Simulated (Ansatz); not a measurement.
`[SiH3][O][Al]([SH])[Br]`, relaxed with RKS PBE-D4/def2-SVP in Ansatz 0.2.0 from a rough embedded geometry. The force threshold is 0.03 eV/Å; the program also tests the step.

Charge 0, multiplicity 1.

Start:

```xyz
9

Si    1.340    0.638   -0.500
O    -0.235    0.536   -1.322
Al   -1.311   -0.573   -0.284
S    -2.405    0.283    1.428
Br   -1.282   -2.913   -0.662
H     1.890   -0.752   -0.463
H     2.220    1.472   -1.294
H     1.173    1.144    0.822
H    -1.390    0.164    2.275
```

Question: By how much does the energy fall, and how many steps does the optimiser take? (Best estimate.)

Answer: Ansatz gave: 96.78 kJ/mol, in 21 steps, 2 of them rejected.

Question: Which bonds change most? (Estimate.)

Answer: The calculation gave: O2–Al3 from 1.862 to 1.701 Å; Al3–Br5 from 2.371 to 2.256 Å; Si1–O2 from 1.779 to 1.669 Å; Si1–H8 from 1.426 to 1.505 Å.

Question: Give the relaxed structure. (Estimate.)

Answer: Ansatz gave: 
```xyz
9

Si    1.640    0.581   -0.443
O     0.113    0.044   -0.035
Al   -1.355   -0.814    0.032
S    -2.866   -0.267    1.505
Br   -1.779   -2.522   -1.379
H     2.580   -0.584   -0.608
H     1.588    1.360   -1.729
H     2.156    1.474    0.652
H    -2.077    0.728    2.005
```
